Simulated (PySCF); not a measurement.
Identify the unknown among the candidates.

All candidates are C6H6F2O2.

| technique | computed result |
| --- | --- |
| Dipole | 3.96 D [PBE0/def2-SVPD] |
| Polarisability | 83.3 au [PBE0/def2-SVPD] |
| UV, first state | lowest singlet excitation: 5.05 eV (246 nm, f = 0.009) [TDDFT PBE0/def2-SVPD] |
| UV, strongest line | among the 6 lowest singlet transitions: S2 at 5.30 eV (234 nm, f = 0.232) [TDDFT PBE0/def2-SVPD] |
| 1H NMR | chemical shifts (computed TMS as zero) by class: 7.07 (1 H), 6.18 (1 H), 4.31 (3 H), 3.15 (1 H) ppm [GIAO PBE0/pcSseg-1] |
| 13C NMR | chemical shifts (computed TMS as zero) by class: 155.3 (1 C), 126.4 (1 C), 124.9 (1 C), 95.7 (1 C), 81.6 (1 C), 59.5 (1 C) ppm [GIAO PBE0/pcSseg-1] |
| Triplet | lowest triplet excitation (Tamm–Dancoff): 3.30 eV [TDA PBE0/def2-SVPD] |
| NMR, other nuclei | isotropic shieldings of nuclei other than C and H, by class: 189 (1 O), 231 (1 O), 260 (2 F) ppm [GIAO PBE0/pcSseg-1] |
| Rotational structure | rotational constants A, B, C: 2.189, 0.805, 0.611 GHz [GFN2-xTB] |

The electronic properties come from PySCF, for the isolated species, density fitting. Levels stand in brackets. One conformer (not necessarily the lowest) at the GFN2-xTB geometry, without solvent, vibrations or thermal averaging. NMR classes are plain means over equivalent atoms (diastereotopic ones count apart unless rotation or inversion swaps them), as if these changed places fast.

Question: Which candidate is it?
A. `O=C1CC(=O)[C@H](C(F)F)C1`
B. `Cc1ccc(OC(F)F)o1`
C. `C#C/C(=C\OC)OC(F)F`
D. `O=C(C=C(F)F)OC1CC1`

Answer: C. It is `C#C/C(=C\OC)OC(F)F`. Numbering: `[CH:1]#[C:2]/[C:3](=[CH:4]\[O:5][CH3:6])[O:7][CH:8]([F:9])[F:10]`. Its formula, C6H6F2O2, gives 3 degrees of unsaturation: 0 rings and 3 π bonds in the structure found. 6 carbons fall into 6 classes; from least to most shielded: vinylic carbon bearing oxygen [C4] (155.3 ppm), vinylic carbon bearing oxygen [C3] (126.4 ppm), CHF2 carbon [C8] (124.9 ppm), terminal alkyne carbon [C1] (95.7 ppm), alkyne carbon [C2] (81.6 ppm), methoxy carbon [C6] (59.5 ppm). Hydrogen classes from least to most shielded: 1 H on a vinylic carbon bearing oxygen, C4 (7.07 ppm), 1 H on a CHF2 carbon, C8 (6.18 ppm), 3 H on a methoxy carbon, C6 (4.31 ppm), 1 H on a terminal alkyne carbon, C1 (3.15 ppm). The other shieldings belong to: 189 ppm, ether oxygen [O7]; 231 ppm, ether oxygen [O5]; 260 ppm, fluorine of a CF2 group [F9/F10]. The optimised geometry has point group C1 and is an asymmetric top.

The others, at the same levels:
- `O=C1CC(=O)[C@H](C(F)F)C1` fails: its computed 13C shifts are 215.5 (1 C), 213.1 (1 C), 121.4 (1 C), 57.8 (1 C), 50.2 (1 C), 38.6 (1 C) ppm, 1H shifts are 6.77 (1 H), 3.27 (1 H), 3.21 (1 H), 3.01 (1 H), 2.95 (1 H), 2.91 (1 H) ppm and rotational constant A is 2.023 GHz (against 2.189 GHz).
- `Cc1ccc(OC(F)F)o1` fails: its computed 13C shifts are 160.6 (1 C), 148.1 (1 C), 121.3 (1 C), 115.2 (1 C), 93.1 (1 C), 16.1 (1 C) ppm, 1H shifts are 7.25 (1 H), 6.31 (1 H), 5.71 (1 H), 2.36 (3 H) ppm and rotational constant A is 3.059 GHz (against 2.189 GHz).
- `O=C(C=C(F)F)OC1CC1` fails: it has 5 carbon classes against 6; its computed 13C shifts are 176.1 (1 C), 167.5 (1 C), 84.0 (1 C), 49.5 (1 C), 7.6 (2 C) ppm, 1H shifts are 5.34 (1 H), 4.96 (1 H), 0.91 (2 H), 0.72 (2 H) ppm and rotational constant A is 2.445 GHz (against 2.189 GHz).

Each candidate is one conformer, not necessarily the lowest. The conformers computed, where there is a choice (atom-mapped SMILES and torsion angles):
- `[CH:1]#[C:2]/[C:3](=[CH:4]\[O:5][CH3:6])[O:7][CH:8]([F:9])[F:10]`: C3–C4–O5–C6 -2°, C2–C3–O7–C8 -140°, C3–O7–C8–F9 153°
- `[CH3:1][c:2]1[cH:3][cH:4][c:5]([O:6][CH:7]([F:8])[F:9])[o:10]1`: C4–C5–O6–C7 180°, C5–O6–C7–F8 -82°
- `[O:1]=[C:2]([CH:3]=[C:4]([F:5])[F:6])[O:7][CH:8]1[CH2:9][CH2:10]1`: O1–C2–C3–C4 178°, O1–C2–O7–C8 -1°, C2–O7–C8–C9 -145°

The conformers of `O=C1CC(=O)[C@H](C(F)F)C1` aren't listed.
